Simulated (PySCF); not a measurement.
GeH5Si, SMILES [SiH2][GeH3] (connectivity only; charge and spin as stated), charge +1, multiplicity 1.

Coordinates come from a PBE0-D3(BJ)/def2-TZVP optimisation. The spin state was assumed, not searched. The isomer is the one that the SMILES or the coordinates give; other isomers of the formula were not compared.

Vertical ionisation energy (IE) and electron affinity (EA) in eV. Rows of orbital energies are one-electron estimates. Where ΔSCF, EOM or ADC give a negative EA the extra electron is unbound and the value depends on the basis.

| level | IE | EA |
|---|---|---|
| −ε(HOMO), −ε(LUMO), r2SCAN/def2-TZVPD (PySCF) | (withheld) | (withheld) |
| ADC(2)/aug-cc-pVDZ (PySCF) | 16.61 | 7.22 |

Problem. Complete the blanks. (The exact figures need the calculation; the answer reports its results.)

Solution. 
- −ε(HOMO), −ε(LUMO), r2SCAN/def2-TZVPD (PySCF), IE: 13.62
- −ε(HOMO), −ε(LUMO), r2SCAN/def2-TZVPD (PySCF), EA: 9.97

Problem. Beyond the first one, list the lowest photoelectron lines from ADC(2)/aug-cc-pVDZ run with PySCF 2.14.0 with their pole strengths (two spins summed). (Estimate from the structure and the level; the computed values follow.)

Solution. 17.52 eV (1.85), 17.57 eV (1.84), 19.19 eV (1.85), 22.99 eV (1.79), 24.91 eV (1.75).
